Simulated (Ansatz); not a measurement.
Gas-phase electronic energies from Ansatz, PBE0-D4/def2-TZVP geometries. CBS: MP2 limit from def2 TZ/QZ plus the TZ coupled-cluster correction, frozen cores. DFT in def2-TZVPP. B3LYP here is the variant with VWN-RPA as its local correlation; programs differ in this. One conformer a species, not always the lowest.

Consider the substitution at a C–C bond: `CC(F)(S)S` + `CN[SiH3]` → `CN(C)[SiH3]` + `FC(S)S`.

| level | ΔE (kcal/mol) | difference from CCSD(T)/CBS |
| --- | --- | --- |
| PBE-D4 | 10.1 | -1.6 |
| r2SCAN-D4 | 11.3 | -0.4 |
| PBE0-D4 | 10.5 | -1.2 |
| B3LYP-D4 | 10.0 | -1.7 |
| ωB97X-V | 10.7 | -1.0 |
| ωB97M-V | 11.3 | -0.4 |
| B2PLYP | 10.5 | -1.2 |
| PBE | 10.0 | -1.7 |
| r2SCAN | 11.3 | -0.4 |
| PBE0 | 10.4 | -1.3 |
| B3LYP | 9.8 | -1.9 |
| HF/def2-TZVPP | 9.9 | -1.8 |
| MP2/def2-TZVPP | 11.8 | 0.1 |
| SCS-MP2/def2-TZVPP | 11.1 | -0.6 |
| CCSD/def2-TZVPP | 10.8 | -0.9 |
| CCSD(T)/def2-TZVPP | 11.1 | -0.6 |
| HF/def2-QZVPP | 9.8 | -1.9 |
| MP2/def2-QZVPP | 12.1 | 0.4 |
| SCS-MP2/def2-QZVPP | 11.4 | -0.3 |
| HF/CBS(def2) | 9.8 | -1.9 |
| MP2/CBS(def2) | 12.4 | 0.7 |
| CCSD/CBS(def2) | 11.4 | -0.3 |
| CCSD(T)/CBS | 11.7 | 0 |

Largest T1 diagnostic among the species: 0.012.

In def2-TZVPP, CCSD(T) changes the Hartree–Fock value by +1.1 kcal/mol (the triples alone add +0.3 kcal/mol) and MP2 by +1.9 kcal/mol.
